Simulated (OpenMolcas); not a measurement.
# Mo4+: ligand-field states by method

Mo4+ with its 6 nearest fluoride ions at 1.905 Å, on the Ge site of Cs2GeF6 (a = 9.021 Å, distance in the model lattice 1.804 Å). The rest of the host is ab initio model potentials to 7.6 Å and point charges beyond; the distance is set by hand and nothing relaxes. Ligand basis ANO-RCC-VDZP.

```json
{"Program": "OpenMolcas", "Basis": "ANO-RCC-VDZP [6s5p3d1f]", "Scalar Hamiltonian": "DKH2, point nucleus", "Active space": "2 electrons in 5 orbitals (4d)", "State averaging": "2S+1 = 3 even, 10 roots; 2S+1 = 1 even, 15 roots", "Spin-orbit coupling": "RASSI with atomic mean-field integrals over the reference wave functions"}
```

I. CASSCF
II. SS-CASPT2, IPEA 0.25 Eh, imaginary shift 0.1 Eh (closed shells correlated: 4s 4p and the ligand valence shells)

Spin-free states (labels of O, the rotations of Oh) in cm-1, each column counted from its own energy of the first state listed:

| State | Degeneracy | I | II |
| --- | --- | --- | --- |
| 3T1 | 3 | 0 | 0 |
| 1T2 | 3 | 10160 | 7760 |
| 1E | 2 | 10373 | 7900 |
| 1A1 | 1 | 23777 | 18540 |
| 3T2 | 3 | 34741 | 35710 |
| 3T1 | 3 | 43845 | 42580 |
| 1T2 | 3 | 45660 | 43560 |
| 1T1 | 3 | 48715 | 46170 |
| 3A2 | 1 | 70875 | 72850 |
| 1E | 2 | 82680 | 80580 |
| 1A1 | 1 | 95585 | 90270 |

From I to II, I's first state of the same spin (3T2) moves from 34741 to 35710 cm-1, by about +970 cm-1.

From I to II, I's first state of another spin (1T2) moves from 10160 to 7760 cm-1, by about -2400 cm-1.

I: A least-squares ligand-field fit to the states below 45000 cm-1, each weighted by its degeneracy and with a free common offset, gives 10Dq = 36477 cm-1, B = 723 cm-1 and C = 2809 cm-1 (C/B = 3.89), with an rms deviation of 35 cm-1. The same method and metal basis give the free ion B = 863 cm-1 (fit to its terms below 60000 cm-1, rms deviation 29 cm-1), so the nephelauxetic ratio is β = 723 / 863 = 0.84; it hangs on how both fits weigh the states, and computed free-ion B values tend to be too large, so β mixes covalency with correlation.

II: A least-squares ligand-field fit to the states below 45000 cm-1, each weighted by its degeneracy and with a free common offset, gives 10Dq = 36574 cm-1, B = 574 cm-1 and C = 1957 cm-1 (C/B = 3.41), with an rms deviation of 266 cm-1. The same method and metal basis give the free ion B = 782 cm-1 (fit to its terms below 60000 cm-1, rms deviation 500 cm-1), so the nephelauxetic ratio is β = 574 / 782 = 0.73; it hangs on how both fits weigh the states, and computed free-ion B values tend to be too large, so β mixes covalency with correlation.

From I to II, 10Dq changes by 0 %, B by -21 % and C by -30 %.

χT at 300 K: I 0.40, II 0.40 cm3 K/mol.

Roots that are degenerate in the reference are averaged as groups; the widest CASPT2 spread within a group is 400 cm-1 (the 3-fold group of multiplicity 1 near 43600 cm-1 above the lowest state of its run, II). Shifts and gaps below about the spread of the groups concerned are not significant. Over all roots computed the reference weight is 0.71 to 0.72 in II; a low but even weight reflects the number of correlated electrons. An orbital triplet at a regular site is open to Jahn-Teller coupling, which can distort the site and quench the lowest spin-orbit gaps and is left out. The least metal-like active orbital is 76 % on the metal (Löwdin) and no ligand orbital is active, so the numbers are rough. Ligand-to-metal charge-transfer states are missing. With no ligand orbital active B as a rule stays too high, so bands that hang on it stand too high and its fall with covalency is understated. Without dynamic correlation the repulsion within the d shell is too large (B by tens of per cent), so at a given field states of lower spin stand too high (holds for I). With metal d orbitals alone the field can be off either way by tens of per cent (holds for I). With one d shell and no ligand orbital active, 10Dq can be off by a tenth or more (holds for II). No measured value stands beside these numbers; the geometry was set by hand and not optimised.
